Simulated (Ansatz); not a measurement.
Gas-phase electronic energies from Ansatz, PBE0-D4/def2-TZVP geometries. CCSD(T)/CBS is the MP2 limit (def2-TZVPP, def2-QZVPP) plus CCSD(T) − MP2 in def2-TZVPP, frozen cores. This one scheme is used for every species. DFT in def2-TZVPP. One conformer a species, not always the lowest.

Reaction (hydrogenolysis of the Si–C bond): `C[SiH](F)[SiH2]O` + H₂ → `O[SiH2][SiH2]F` + CH₄

```csv
level,ΔE (kJ/mol)
r2SCAN-D4,-14.1
ωB97X-V,-19.9
B2PLYP,-24.9
PBE0,-22.1
CCSD/def2-TZVPP,-25.1
CCSD(T)/def2-TZVPP,-20.6
MP2/def2-QZVPP,-14.8
SCS-MP2/def2-QZVPP,-21.4
```

(1) What does CCSD(T)/CBS give? (An estimate is asked.)

Largest T1 diagnostic among the species: 0.012.

Answers

(1) The calculation gave: -18.2 kJ/mol. The listed levels differ from it by 4.1, -1.7, -6.7, -3.9, -6.9, -2.4, 3.4, -3.2 kJ/mol.

In def2-TZVPP, CCSD(T) changes the Hartree–Fock value by +23.6 kJ/mol (the triples alone add +4.5 kJ/mol) and MP2 by +28.1 kJ/mol. From PBE to PBE0 (25 % exact exchange), in def2-TZVPP and without D4, ΔE moves by −3.4 kJ/mol.
